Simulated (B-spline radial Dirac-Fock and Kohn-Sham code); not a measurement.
## Mβ (M4-N6) energies across the elements Yb to Bi

Calculated with a radial atomic solver, using ΔSCF Dirac-Fock with Breit, self-energy and vacuum polarisation, finite nucleus, configuration average. Free neutral atoms. Correlation energy is missing from these numbers.

The screening constant σ is defined by E = 0.0486·Ry·(Z − σ)², the hydrogen-like form of Moseley's law.

| Z | element | computed (eV) | tabulated (eV) | √E | σ |
| --- | --- | --- | --- | --- | --- |
| 70 | Yb | 1568.9 | 1570.0 | 39.61 | 21.30 |
| 71 | Lu | 1634.1 | 1632.5 | 40.42 | 21.29 |
| 72 | Hf | 1700.7 | 1699.3 | 41.24 | 21.29 |
| 73 | Ta | 1768.7 | 1765.7 | 42.06 | 21.29 |
| 74 | W | 1838.2 | 1833.7 | 42.87 | 21.28 |
| 75 | Re | 1909.1 | 1900.8 | 43.69 | 21.27 |
| 76 | Os | 1981.4 | 1977.0 | 44.51 | 21.27 |
| 78 | Pt | ? | ? | ? | ? |
| 79 | Au | 2206.8 | 2203.3 | 46.98 | 21.24 |
| 80 | Hg | 2284.9 | 2280.9 | 47.80 | 21.22 |
| 81 | Tl | 2364.5 | 2362.0 | 48.63 | 21.21 |
| 82 | Pb | 2445.5 | 2444.4 | 49.45 | 21.19 |
| 83 | Bi | 2528.0 | 2525.2 | 50.28 | 21.18 |

Task: Estimate the missing row, Pt.

Result: Computed 2130.2 eV, tabulated 2127.0 eV, √E = 46.15, σ = 21.25.

Tabulated energies: xraylib 4.2 line table, elements in their standard states.
